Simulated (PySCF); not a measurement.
# How methods differ on the excitation energy of Nb

Nb [Kr] 4d4 5s1 (6D) → Nb [Kr] 4d3 5s1 5p1 (high-spin determinant), as a difference of total energies. All numbers are calculated (PySCF 2.14, scalar relativity through the core potential, in aug-cc-pwCVDZ-PP with ECP28MDF (6s6p5d3f, 70 functions)). Correlated levels: valence: 4s2 4p6 frozen; valence and next inner shell: nothing frozen outside the core potential. The calculations carry no spin-orbit coupling.

| method | excitation energy (eV) |
| --- | --- |
| UHF | 1.494 |
| LDA | 2.847 |
| PBE | 2.725 |
| PBE0 | 2.549 |
| r2SCAN | 2.529 |
| BP86 | 2.712 |
| wB97X | 2.201 |
| B97-3 | 2.455 |
| MP2 (valence) | 1.998 |
| SCS-MP2 (valence) | 1.662 |
| MP2 (valence and next inner shell) | 2.260 |
| SCS-MP2 (valence and next inner shell) | 1.930 |

Problem. How much does correlation contribute at MP2 (valence and next inner shell)?

Solution. 2.260 − (1.494) = 0.766 eV, measured against UHF.

The determinant of the upper state mixes LS terms, which raises its energy above the lowest term, most at the Hartree-Fock and MP2 levels.
